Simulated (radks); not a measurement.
Results of a calculation; reference values are marked as such.
Mean orbital radii <r> (bohr) of the arsenic ion As+, [Ar] 3d10 4s2 4p2, at several levels of relativity; Dirac values are averaged over j with weights 2j + 1. Spin-unpolarised spherical Kohn-Sham, BLYP, point nucleus unless stated (finite: rms radius 4.0968 fm), a radial shooting solver on a logarithmic mesh with Libxc functionals. A level marked "c x" has the speed of light scaled by that factor and shares open shells by 2j + 1; other Dirac levels either fill j = l - 1/2 first or share by 2j + 1.

1s: non-rel. 0.04638; scalar-rel. 0.04550; Dirac, 2j+1 shares 0.04549; Dirac, low j first 0.04549; change of magnitude, last against first (%) -1.91
2s: non-rel. 0.2067; scalar-rel. 0.2028; Dirac, 2j+1 shares 0.2025; Dirac, low j first 0.2025; change of magnitude, last against first (%) -2.03
2p: non-rel. 0.1788; scalar-rel. 0.1772; Dirac, 2j+1 shares 0.1771; Dirac, low j first 0.1771; change of magnitude, last against first (%) -0.95
3s: non-rel. 0.6094; scalar-rel. 0.5984; Dirac, 2j+1 shares 0.5983; Dirac, low j first 0.5983; change of magnitude, last against first (%) -1.82
3p: non-rel. 0.6219; scalar-rel. 0.6173; Dirac, 2j+1 shares 0.6172; Dirac, low j first 0.6172; change of magnitude, last against first (%) -0.77
3d: non-rel. 0.6746; scalar-rel. 0.6777; Dirac, 2j+1 shares 0.6778; Dirac, low j first 0.6779; change of magnitude, last against first (%) +0.50
4s: non-rel. 1.901; scalar-rel. 1.871; Dirac, 2j+1 shares 1.871; Dirac, low j first 1.874; change of magnitude, last against first (%) -1.47
4p: non-rel. 2.326; scalar-rel. 2.320; Dirac, 2j+1 shares 2.320; Dirac, low j first 2.325; change of magnitude, last against first (%) -0.07
